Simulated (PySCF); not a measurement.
Cartesian coordinates (Å):
```xyz
12

Mo     0.3248    -0.0848    -0.2716
Cl    -1.7306     0.3201     1.1840
O      0.5722     1.7366     0.1262
H     -0.0344     2.2094     0.7170
O     -0.8993     0.4263    -1.6074
H     -1.8057     0.6990    -1.3988
O     -0.4197    -1.8028    -0.3030
H     -1.2346    -2.0281     0.1726
O      1.0719    -0.5004     1.3850
H      0.6060    -0.5171     2.2349
O      1.7478    -0.2931    -1.4276
H      1.8933     0.1129    -2.2965
```
Charge 0, spin multiplicity 1.

Question: What HOMO–LUMO gap, dipole moment, HOMO, total energy, charge on the central atom (Mulliken) and LUMO does TPSSh-D3(BJ)/def2-TZVP // r2SCAN-D4/def2-SVP (PySCF) give?

Answer: 
The HOMO–LUMO gap comes out as 3.31 eV and the dipole moment is 0.242 e·Å. The HOMO is -7.36 eV and the total energy is -24705.34 eV. The charge on the central atom (Mulliken) comes out as 1.45 e and the LUMO comes out as -4.05 eV.
